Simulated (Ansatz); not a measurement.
`[SiH3][SiH]1CC1` + `[OH][SnH3]` → `[SiH3][O][SnH3]` + `C1C[SiH2]1`  (cleavage of the Si–Si bond)

Isolated molecules relaxed with PBE0-D4/def2-TZVP in Ansatz; ΔE leaves out vibrations. CBS: MP2 limit from def2 TZ/QZ plus the TZ coupled-cluster correction, frozen cores. DFT in def2-TZVPP. B3LYP here is the variant with VWN-RPA as its local correlation; programs differ in this. Elements past krypton have def2 core potentials. For Sn outer-core shells are correlated without core-valence functions, which leaves a few kJ/mol of doubt a bond.

CCSD(T)/CBS gives -95.5 kJ/mol.

Another level gave -125.7 kJ/mol. Which?
A. SCS-MP2/def2-TZVPP
B. HF/def2-TZVPP
C. B3LYP/def2-TZVPP
D. PBE0-D4/def2-TZVPP

B. HF/def2-TZVPP -125.7, B3LYP -95.2, PBE0-D4 -76.6, SCS-MP2/def2-TZVPP -106.4 kJ/mol.

Largest T1 diagnostic among the species: 0.014.

In def2-TZVPP, CCSD(T) changes the Hartree–Fock value by +30.5 kJ/mol (the triples alone add +4.7 kJ/mol) and MP2 by +25.1 kJ/mol. From PBE to PBE0 (25 % exact exchange), in def2-TZVPP and without D4, ΔE moves by −9.8 kJ/mol.
